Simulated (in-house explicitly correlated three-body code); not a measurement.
Results of a calculation; reference values are marked as such.
## Taking the two-electron ground state apart, Z = 1.92

A variational code in 260 exponentially correlated functions gives, for two electrons around a point charge Z = 1.92 (non-relativistic, fixed nucleus, atomic units): E = -2.6399901, <1/r> = 1.608361 per electron, <1/r12> = 0.896127. From its density, U = 1.948661 (Hartree energy) and T_s = 2.603733 (kinetic energy of the doubly filled orbital √(n/2)). Further, <r²> = 1.32572 per electron, <r12²> = 2.79974 and <p1·p2> = 0.148815.

Q: Check the virial theorem, and compare with the screened hydrogenic estimate.

A: V = −2Z<1/r> + <1/r12> = -6.176106 + 0.896127 = -5.279979, and 2E = -5.279980, so T = −E = 2.639990. A product of 1s orbitals with exponent Z − 5/16 = 1.6075 gives −1.6075² = -2.58406, which is 55.9 millihartree too high.

Q: Find the exchange and correlation energies of density-functional theory.

A: For two electrons in one orbital E_x = −U/2 = -0.974330. The potential part of correlation is U_c = <1/r12> − U − E_x = -0.078203, the kinetic part T_c = T − T_s = 0.036257, and E_c = T_c + U_c = -0.041946 hartree. Restricted Hartree-Fock gives -2.598117, so the correlation energy of wave-function theory is -0.041873.

Q: What do the second moments say about angular correlation and diamagnetism?

A: From r12² = r1² + r2² − 2 r1·r2, <r1·r2> = <r²> − <r12²>/2 = -0.07415 bohr². It vanishes for a product of s orbitals, and its negative sign shows that the electrons favour opposite sides of the nucleus. The Langevin susceptibility is −0.79199e-6 × 2<r²> = -2.1e-6 cm³/mol.

Q: How does a model nuclear mass of 3.8 u change the ionisation energy, to first order in m/M (1 hartree = 27.211386 eV)?

A: m/M = 1/(3.8 × 1822.8885) = 1.44363e-04. With a fixed nucleus the second electron is bound by −Z²/2 − E = 0.796790 hartree = 21.6818 eV. The reduced mass scales this by 1 − m/M, a change of -3.130 meV. The mass-polarisation term raises the two-electron state by (m/M)<p1·p2> = 21.48 microhartree, a further -0.585 meV. The sum is 21.6780 eV, before relativistic and QED terms.
